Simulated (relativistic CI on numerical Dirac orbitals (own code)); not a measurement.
Computed by Dirac-Coulomb-Breit CI, orbitals from a KLI potential per configuration, model QED (radiative potential, 1s self-energy scaled to tabulated hydrogen-like ionisation energies), unscaled Slater integrals (own radial code, finite nucleus).

The strongest absorption lines from the ground level of an ion, among the configurations computed and to levels below about 289 eV (vacuum wavelength in Å, gf): 42.909 (7.1e-05), 86.091 (0.0072), 93.040 (0.002), 102.80 (0.075), 105.89 (1.6), 122.29 (0.21), 131.23 (0.061), 162.78 (0.38).

Problem. Which ion is it?
A. La²⁵⁺
B. Pr²⁷⁺
C. Cs²³⁺
D. Cs²¹⁺

Solution. C. Cs²³⁺ has 32 electrons and the ground level 4s2 4p2 3P_0; the strongest line goes to 4s2 4p 4d 3D°_1. The pattern of lines fixes the number of electrons, and along that sequence the line energies rise steadily with the charge (about as its square where n changes within one kind of shell, about linearly where n is kept but much faster in heavy ions where fine structure, which grows about as Z⁴, sets the gap, and irregularly where shells cross), which fixes Z. Configurations outside the model, such as inner-shell arrays, can give stronger lines. At this charge energies of transitions that change n are usually good to better than 1 %, and those within a shell (Δn = 0) to a few per cent.

LS names give the leading component of a level, which can be under half, so a name can repeat, a term be missing and a line seem to break the LS rules.
